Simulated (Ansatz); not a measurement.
The cluster Be₅Se₄⁻. Total charge -1; doublet. Geometry B3LYP-D4/def2-SVP, that of the neutral singlet; atoms count from 1.

```xyz
9

Be   -1.5680   -0.4840   -1.4180
Be    0.9523   -1.2057   -1.7821
Be    1.8854    0.2534    0.4712
Be   -2.1110   -0.0115    0.4989
Be   -0.3148    1.2916    1.9412
Se   -0.5361   -0.9124   -3.1274
Se    2.3619   -1.5317   -0.3605
Se    1.4611    2.0457    1.3156
Se   -2.1308    0.5544    2.4610
```

Another isomer (singlet) lies 0.61 eV lower at PBE0-D4/def2-TZVP; other spin states weren't run for this one.

(1) Estimate the Mulliken populations from the PBE0/def2-SVP orbitals of Ansatz.

(2) Where does the spin sit?

(3) And the Mayer bond orders between bonded heavy atoms (over 0.3)?

Answers

(1) 
| atom | charge (e) | spin (α − β) |
| --- | --- | --- |
| Be1 | 0.04 | 0.31 |
| Be2 | 0.19 | 0.12 |
| Be3 | 0.20 | 0.08 |
| Be4 | 0.04 | 0.31 |
| Be5 | 0.19 | 0.12 |
| Se6 | -0.46 | 0.00 |
| Se7 | -0.38 | 0.03 |
| Se8 | -0.38 | 0.03 |
| Se9 | -0.46 | 0.00 |
Mulliken values and Mayer orders depend strongly on the basis.

(2) Summed by element: Be 0.95, Se 0.05, of 1 unpaired in all. Largest on single atoms: Be1 0.31, Be4 0.31, Be5 0.12.

(3) Be1–Be4 0.96 (2.05 Å); Be1–Se6 1.09 (2.04 Å); Be2–Se6 1.25 (2.03 Å); Be2–Se7 1.10 (2.03 Å); Be3–Se7 1.17 (2.03 Å); Be3–Se8 1.17 (2.03 Å); Be4–Se9 1.09 (2.04 Å); Be5–Se8 1.10 (2.03 Å); Be5–Se9 1.25 (2.03 Å).
